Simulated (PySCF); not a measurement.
Species: perfluorooctasilacubane Si8F8 `F[Si]12[Si]3(F)[Si]4(F)[Si]1(F)[Si]1(F)[Si]2(F)[Si]3(F)[Si]41F`, charge 0, multiplicity 1, gas phase. Level: B3LYP-D3(BJ)/def2-SVP // PBE-D3(BJ)/def2-SVP (PySCF). B3LYP has the VWN-RPA correlation part, as in Gaussian. The geometry has D3 symmetry (within 0.05 Å) and had no frequency check at the DFT level, so a distortion to lower symmetry isn't ruled out. 1 Ha = 27.2114 eV.

```tsv
state (all at the geometry of the parent)	total energy (Ha)
parent, N electrons	-3113.90593
N − 1 electrons	-3113.59504
N + 1 electrons	-3113.97458
```

The lowest singlet excitation (Tamm–Dancoff, same level and geometry) is 2.48 eV; the HOMO lies at -6.84 eV against the vacuum level. Excitations are Tamm–Dancoff values on a coarser integration grid. The basis has no diffuse functions, so Rydberg states are missing or too high.

Work out the vertical ionisation energy, the vertical electron affinity and the fundamental gap. How much is the lowest singlet exciton bound, and how far is −ε(HOMO) from the ionisation energy?

IE = E(N − 1) − E(N) = 0.31089 Ha = 8.46 eV. EA = E(N) − E(N + 1) = 0.06865 Ha = 1.87 eV. Both are measured against an electron at rest far away. Fundamental gap IE − EA = 6.59 eV. The basis has no diffuse functions, which puts the anion too high, so the affinity is too small and the gap too large. Exciton binding = fundamental gap − S1 = 6.59 − 2.48 = 4.11 eV for the lone molecule; screening in a film lowers it. IE − (−ε(HOMO)) = 8.46 − 6.84 = 1.62 eV, which is zero for the exact functional.
